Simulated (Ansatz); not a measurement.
`c1coc(-c2ccc(-c3ccc(-c4ccc(-c5ccc(-c6ccc(-c7ccc(-c8ccc(-c9ccco9)o8)o7)o6)o5)o4)o3)o2)c1`: single points at one geometry.

```yaml
crystal:
  periodic: [false, false, false]
  atoms:
    - {symbol: C, position_ang: [13.563236, 0.330054, 0.572684]}
    - {symbol: C, position_ang: [12.490692, 0.645777, 1.376332]}
    - {symbol: O, position_ang: [11.318267, 0.380271, 0.734982]}
    - {symbol: C, position_ang: [11.633172, -0.115494, -0.501331]}
    - {symbol: C, position_ang: [10.551034, -0.475556, -1.377711]}
    - {symbol: C, position_ang: [10.524370, -0.994281, -2.667849]}
    - {symbol: C, position_ang: [9.154937, -1.143472, -3.013724]}
    - {symbol: C, position_ang: [8.421962, -0.705917, -1.914325]}
    - {symbol: C, position_ang: [7.012299, -0.615779, -1.666821]}
    - {symbol: C, position_ang: [5.900412, -0.932624, -2.442768]}
    - {symbol: C, position_ang: [4.757830, -0.626021, -1.656883]}
    - {symbol: C, position_ang: [5.237001, -0.139217, -0.445170]}
    - {symbol: C, position_ang: [4.592920, 0.331210, 0.741956]}
    - {symbol: C, position_ang: [5.080042, 0.819824, 1.949925]}
    - {symbol: C, position_ang: [3.943163, 1.128890, 2.741850]}
    - {symbol: C, position_ang: [2.825620, 0.811022, 1.973923]}
    - {symbol: C, position_ang: [1.420052, 0.904546, 2.236036]}
    - {symbol: C, position_ang: [0.703750, 1.342809, 3.347042]}
    - {symbol: C, position_ang: [-0.670981, 1.203200, 3.022710]}
    - {symbol: C, position_ang: [-0.717941, 0.686779, 1.731692]}
    - {symbol: C, position_ang: [-1.801262, 0.332623, 0.867814]}
    - {symbol: C, position_ang: [-1.861329, -0.186930, -0.420741]}
    - {symbol: C, position_ang: [-3.240857, -0.323294, -0.734920]}
    - {symbol: C, position_ang: [-3.944201, 0.122536, 0.378990]}
    - {symbol: C, position_ang: [-5.338579, 0.234164, 0.677939]}
    - {symbol: C, position_ang: [-6.030380, 0.681139, 1.798417]}
    - {symbol: C, position_ang: [-7.412527, 0.549530, 1.496433]}
    - {symbol: C, position_ang: [-7.484927, 0.031102, 0.208557]}
    - {symbol: C, position_ang: [-8.588556, -0.316188, -0.633776]}
    - {symbol: C, position_ang: [-8.682345, -0.834400, -1.920213]}
    - {symbol: C, position_ang: [-10.071193, -0.957558, -2.199694]}
    - {symbol: C, position_ang: [-10.744389, -0.507319, -1.069731]}
    - {symbol: C, position_ang: [-12.141333, -0.388010, -0.748357]}
    - {symbol: C, position_ang: [-13.298220, -0.676292, -1.459780]}
    - {symbol: C, position_ang: [-14.389200, -0.341302, -0.598721]}
    - {symbol: C, position_ang: [-13.827904, 0.123073, 0.569545]}
    - {symbol: O, position_ang: [-12.468255, 0.098004, 0.489375]}
    - {symbol: O, position_ang: [-9.840909, -0.117995, -0.117961]}
    - {symbol: O, position_ang: [-6.223572, -0.161416, -0.291627]}
    - {symbol: O, position_ang: [-3.068615, 0.521211, 1.355189]}
    - {symbol: O, position_ang: [0.552339, 0.505205, 1.253875]}
    - {symbol: O, position_ang: [3.223578, 0.325721, 0.756119]}
    - {symbol: O, position_ang: [6.605968, -0.132630, -0.452010]}
    - {symbol: O, position_ang: [9.273364, -0.301323, -0.922203]}
    - {symbol: C, position_ang: [13.012967, -0.165569, -0.649987]}
    - {symbol: H, position_ang: [14.623518, 0.439603, 0.826546]}
    - {symbol: H, position_ang: [12.396882, 1.052348, 2.388378]}
    - {symbol: H, position_ang: [11.395722, -1.236386, -3.285105]}
    - {symbol: H, position_ang: [8.744457, -1.524962, -3.954366]}
    - {symbol: H, position_ang: [5.918460, -1.338345, -3.459701]}
    - {symbol: H, position_ang: [3.703436, -0.740432, -1.927122]}
    - {symbol: H, position_ang: [6.136617, 0.933907, 2.212332]}
    - {symbol: H, position_ang: [3.931774, 1.537068, 3.757991]}
    - {symbol: H, position_ang: [1.131625, 1.719291, 4.281922]}
    - {symbol: H, position_ang: [-1.537283, 1.445601, 3.645881]}
    - {symbol: H, position_ang: [-0.999709, -0.434811, -1.048579]}
    - {symbol: H, position_ang: [-3.685460, -0.700231, -1.661299]}
    - {symbol: H, position_ang: [-5.576085, 1.055787, 2.720990]}
    - {symbol: H, position_ang: [-8.268816, 0.798869, 2.130956]}
    - {symbol: H, position_ang: [-7.840552, -1.090290, -2.571051]}
    - {symbol: H, position_ang: [-10.532968, -1.331936, -3.119255]}
    - {symbol: H, position_ang: [-13.350946, -1.078283, -2.477062]}
    - {symbol: H, position_ang: [-15.458874, -0.433201, -0.817001]}
    - {symbol: H, position_ang: [-14.241157, 0.493210, 1.513130]}
    - {symbol: H, position_ang: [13.557887, -0.516919, -1.532698]}
basis:
  gaussian: {orbitals: def2-SVP, fitting: {mean_field: def2-universal-jkfit}, initial_orbitals: start.molden}
hamiltonian: {xc: pbe0, dispersion: d4}
scf: {omitted_lower_state_checks: [starts]}
output: {orbitals: {seedname: orbitals}}
```

The file start.molden holds the orbitals of an earlier run on this structure, at another level or in another basis.

```sh
$ ansatz run in.yaml --threads 2 --pin off --events-out ev --progress --plain --max-ram 22528MiB --backend cuda --devices 0, --max-vram 18GiB
```

Output, abridged:

```
Functional definition: PBE0
3753 factors; integrals over basis functions are off by at most 2.2e-1 eV
mean field evaluation 1: about -55972.2866 eV, gradient 1.8e1 eV
mean field evaluation 2: about -55972.9232 eV, gradient 6.6e-1 eV
mean field evaluation 4: about -55972.9313 eV, gradient 5.7e-3 eV
mean field -55972.93133976 eV, -2056.9672869208 hartree, gradient 2.1e-5 eV, S^2 0.000000; 0 other end points of the search recorded, 0 dependent functions left out
reference -55972.93143054 eV, -2056.9672902566 hartree; 154, 154 occupied and 576, 576 virtual orbitals, 3753 factors
Total energy: -55975.02721724 eV, -2057.0443089974 hartree
Checks for a lower state left out: starts
```

Hardware: 2 threads of AMD EPYC 7R13 on a shared host and a share (18 GiB) of an NVIDIA H100 80GB HBM3. Wall time 5.5 s.

The first input with `hamiltonian: {xc: r2scan, dispersion: d4}`, `output: {forces: true, orbitals: {seedname: orbitals}}` (abridged; 9.5 s):

```
Functional definition: r2SCAN
mean field -56005.47467523 eV, -2058.1632324404 hartree, gradient 2.1e-5 eV, S^2 0.000000
Total energy: -56006.18897081 eV, -2058.1894823187 hartree
Atom 0 force    -0.157480     0.033383     0.087307 eV/Å
Atom 1 force     0.043589    -0.025345    -0.074800 eV/Å
Atom 2 force     0.328465    -0.071936    -0.168717 eV/Å
Atom 3 force     0.095164     0.037695     0.080846 eV/Å
Atom 4 force    -0.086613    -0.027377    -0.071912 eV/Å
Atom 5 force    -0.018243     0.050559     0.135498 eV/Å
Atom 6 force    -0.054040     0.052965     0.121490 eV/Å
Atom 7 force     0.102821    -0.011454    -0.020316 eV/Å
Atom 8 force    -0.101971     0.006938     0.010442 eV/Å
Atom 9 force     0.097720     0.038704     0.097181 eV/Å
Atom 10 force     0.067749     0.046242     0.120300 eV/Å
Atom 11 force    -0.004459    -0.038466    -0.107641 eV/Å
Atom 12 force     0.004030     0.043168     0.107350 eV/Å
Atom 13 force    -0.068029    -0.044825    -0.115988 eV/Å
Atom 14 force    -0.092429    -0.042852    -0.094413 eV/Å
Atom 15 force     0.095900    -0.000078    -0.011509 eV/Å
Atom 16 force    -0.089114     0.007530     0.027428 eV/Å
Atom 17 force     0.049088    -0.046265    -0.123568 eV/Å
Atom 18 force     0.017880    -0.054697    -0.135136 eV/Å
Atom 19 force     0.031496     0.040723     0.102249 eV/Å
Atom 20 force    -0.031851    -0.039268    -0.101959 eV/Å
Atom 21 force    -0.011923     0.048822     0.135973 eV/Å
Atom 22 force    -0.054174     0.059139     0.125197 eV/Å
Atom 23 force     0.075075    -0.039451    -0.077235 eV/Å
Atom 24 force    -0.075642     0.037400     0.077419 eV/Å
Atom 25 force     0.053725    -0.055268    -0.124424 eV/Å
Atom 26 force     0.012615    -0.049913    -0.137263 eV/Å
Atom 27 force     0.031193     0.040764     0.110552 eV/Å
Atom 28 force    -0.038249    -0.039887    -0.102329 eV/Å
Atom 29 force    -0.010480     0.053818     0.140044 eV/Å
Atom 30 force    -0.055714     0.053165     0.124221 eV/Å
Atom 31 force     0.112025    -0.014198    -0.023348 eV/Å
Atom 32 force    -0.124202     0.003480     0.043117 eV/Å
Atom 33 force     0.119221     0.038219     0.073898 eV/Å
Atom 34 force     0.103324     0.052523     0.144319 eV/Å
Atom 35 force    -0.011402    -0.037195    -0.084652 eV/Å
Atom 36 force    -0.204255    -0.104782    -0.291759 eV/Å
Atom 37 force     0.063225    -0.112782    -0.288596 eV/Å
Atom 38 force    -0.070392     0.106668     0.276566 eV/Å
Atom 39 force     0.072989    -0.106541    -0.271889 eV/Å
Atom 40 force    -0.074678     0.113409     0.281313 eV/Å
Atom 41 force     0.188870     0.095046     0.236098 eV/Å
Atom 42 force    -0.188084    -0.100357    -0.236072 eV/Å
Atom 43 force     0.088358    -0.116202    -0.294791 eV/Å
Atom 44 force    -0.145715     0.005819     0.020911 eV/Å
Atom 45 force    -0.246937    -0.022697    -0.050811 eV/Å
Atom 46 force     0.012356    -0.101107    -0.251693 eV/Å
Atom 47 force    -0.185444     0.052431     0.134116 eV/Å
Atom 48 force     0.086017     0.082527     0.202394 eV/Å
Atom 49 force    -0.000916     0.086788     0.218547 eV/Å
Atom 50 force     0.223808     0.026560     0.064237 eV/Å
Atom 51 force    -0.226197    -0.027774    -0.064874 eV/Å
Atom 52 force    -0.000900    -0.089395    -0.221235 eV/Å
Atom 53 force    -0.087570    -0.079995    -0.199950 eV/Å
Atom 54 force     0.180171    -0.053235    -0.136528 eV/Å
Atom 55 force    -0.177998     0.055661     0.141551 eV/Å
Atom 56 force     0.087879     0.082507     0.200406 eV/Å
Atom 57 force    -0.088464    -0.082533    -0.201150 eV/Å
Atom 58 force     0.177086    -0.055765    -0.142297 eV/Å
Atom 59 force    -0.174094     0.056649     0.143654 eV/Å
Atom 60 force     0.093766     0.081355     0.197613 eV/Å
Atom 61 force     0.018972     0.088934     0.221687 eV/Å
Atom 62 force     0.240299     0.023291     0.055358 eV/Å
Atom 63 force     0.109199    -0.088466    -0.227391 eV/Å
Atom 64 force    -0.126417     0.077222     0.194963 eV/Å
Dipole moment:     0.070920    -0.071302    -0.179055 e Å
Checks for a lower state left out: starts
```

First input, but with `hamiltonian: {xc: pbe, dispersion: d4}` (abridged; 6 s):

```
Functional definition: PBE
mean field -55971.64703176 eV, -2056.9200894723 hartree, gradient 1.2e-5 eV, S^2 0.000000
Total energy: -55974.08867278 eV, -2057.0098181247 hartree
Checks for a lower state left out: starts
```

Geometry: PBE-D4/def2-SVP.

Single mean-field runs in def2-SVP are fitted with def2-universal-jkfit.
